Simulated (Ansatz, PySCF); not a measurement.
B(F)2(OAc) (C2H3BF2O2), SMILES CC(=O)OB(F)F. Atoms are numbered in the order given.

```xyz
10

B      0.7242     0.2493     0.9622
F      0.3245    -0.7666     1.6996
F      1.5455     1.1404     1.4864
O      0.3887     0.3895    -0.3598
C     -0.7456    -0.1485    -0.9247
C     -0.5954    -0.2804    -2.4133
O     -1.7084    -0.4250    -0.2746
H     -1.5260    -0.6656    -2.8458
H      0.2408    -0.9598    -2.6380
H     -0.3467     0.7003    -2.8453
```

Geometry: ωB97X-D3(BJ)/def2-SVP. Other conformers were not sampled.

Two levels are set side by side: PBE-D3(BJ)/def2-SVP (Ansatz, an electronic-structure program) and ωB97X-D3(BJ)/def2-SVP (PySCF). Each level has its own optimised geometry; the coordinates shown are those of the second. Frequencies come from the Hessian of PySCF at each geometry. Differences are taken from unrounded values.

```json
[
 {"quantity": "mean bond length (Å)", "ωB97X-D3(BJ)": "1.264"},
 {"quantity": "bond B1–F2 (Å)", "ωB97X-D3(BJ)": "1.317"},
 {"quantity": "bond B1–F3 (Å)", "ωB97X-D3(BJ)": "1.320"},
 {"quantity": "bond B1–O4 (Å)", "ωB97X-D3(BJ)": "1.371"},
 {"quantity": "bond O4–C5 (Å)", "ωB97X-D3(BJ)": "1.377"},
 {"quantity": "bond C5–C6 (Å)", "ωB97X-D3(BJ)": "1.502"},
 {"quantity": "bond C5–O7 (Å)", "ωB97X-D3(BJ)": "1.194"},
 {"quantity": "bond C6–H8 (Å)", "ωB97X-D3(BJ)": "1.096"},
 {"quantity": "bond C6–H9 (Å)", "ωB97X-D3(BJ)": "1.101"},
 {"quantity": "bond C6–H10 (Å)", "ωB97X-D3(BJ)": "1.100"},
 {"quantity": "highest harmonic wavenumber (cm⁻¹)", "ωB97X-D3(BJ)": "3228"},
 {"quantity": "mean harmonic wavenumber (cm⁻¹)", "ωB97X-D3(BJ)": "1143"},
 {"quantity": "zero-point energy (kcal/mol)", "ωB97X-D3(BJ)": "39.23"}
]
```

Problem. What does PBE-D3(BJ) give, and how far is it from ωB97X-D3(BJ)? (An estimate is asked for; the answer gives what the named calculation found.)

Solution. 
```json
[
 {"quantity": "mean bond length (Å)", "PBE-D3(BJ)": "1.272", "PBE-D3(BJ) minus ωB97X-D3(BJ)": "0.008"},
 {"quantity": "bond B1–F2 (Å)", "PBE-D3(BJ)": "1.324", "PBE-D3(BJ) minus ωB97X-D3(BJ)": "0.007"},
 {"quantity": "bond B1–F3 (Å)", "PBE-D3(BJ)": "1.327", "PBE-D3(BJ) minus ωB97X-D3(BJ)": "0.007"},
 {"quantity": "bond B1–O4 (Å)", "PBE-D3(BJ)": "1.378", "PBE-D3(BJ) minus ωB97X-D3(BJ)": "0.006"},
 {"quantity": "bond O4–C5 (Å)", "PBE-D3(BJ)": "1.393", "PBE-D3(BJ) minus ωB97X-D3(BJ)": "0.016"},
 {"quantity": "bond C5–C6 (Å)", "PBE-D3(BJ)": "1.503", "PBE-D3(BJ) minus ωB97X-D3(BJ)": "0.002"},
 {"quantity": "bond C5–O7 (Å)", "PBE-D3(BJ)": "1.205", "PBE-D3(BJ) minus ωB97X-D3(BJ)": "0.011"},
 {"quantity": "bond C6–H8 (Å)", "PBE-D3(BJ)": "1.103", "PBE-D3(BJ) minus ωB97X-D3(BJ)": "0.007"},
 {"quantity": "bond C6–H9 (Å)", "PBE-D3(BJ)": "1.109", "PBE-D3(BJ) minus ωB97X-D3(BJ)": "0.008"},
 {"quantity": "bond C6–H10 (Å)", "PBE-D3(BJ)": "1.108", "PBE-D3(BJ) minus ωB97X-D3(BJ)": "0.008"},
 {"quantity": "highest harmonic wavenumber (cm⁻¹)", "PBE-D3(BJ)": "3131", "PBE-D3(BJ) minus ωB97X-D3(BJ)": "-96"},
 {"quantity": "mean harmonic wavenumber (cm⁻¹)", "PBE-D3(BJ)": "1097", "PBE-D3(BJ) minus ωB97X-D3(BJ)": "-46"},
 {"quantity": "zero-point energy (kcal/mol)", "PBE-D3(BJ)": "37.63", "PBE-D3(BJ) minus ωB97X-D3(BJ)": "-1.59"}
]
```

Exact exchange shortens and stiffens bonds; PBE has none. Differences between two approximate levels are no errors against the true value.
